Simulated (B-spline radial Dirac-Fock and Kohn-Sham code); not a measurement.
**Binding energies of Ge⁴⁺ in different valence configurations**

Model: Dirac-Fock ΔSCF + Breit + QED. Program: an atomic code on a B-spline grid. No correlation.

Reference: the tabulated ground configuration [Ar] 3d10, with 1s 11166.2 eV, 2s 1479.3 eV, 2p1/2 1310.8 eV, 2p3/2 1279.5 eV, 3p1/2 189.0 eV, 3p3/2 184.7 eV, Kα1 9886.6 eV, Kβ1 10981.5 eV.

Shifts from the reference in eV.

| configuration | average energy | 1s | 2s | 2p1/2 | 2p3/2 | 3p1/2 | 3p3/2 | Kα1 | Kβ1 |
| --- | --- | --- | --- | --- | --- | --- | --- | --- | --- |
| [Ar] 3d9 4p1 | +39.79 | +14.81 | +16.12 | +15.99 | +16.01 | +11.92 | +11.82 | -1.19 | +3.00 |
| [Ar] 3d9 4s1 | +28.20 | +13.33 | +14.73 | +14.56 | +14.57 | +10.45 | +10.35 | -1.24 | +2.99 |

Values without a named source are computed, but for edge energies of neutral atoms, which are taken from tables.
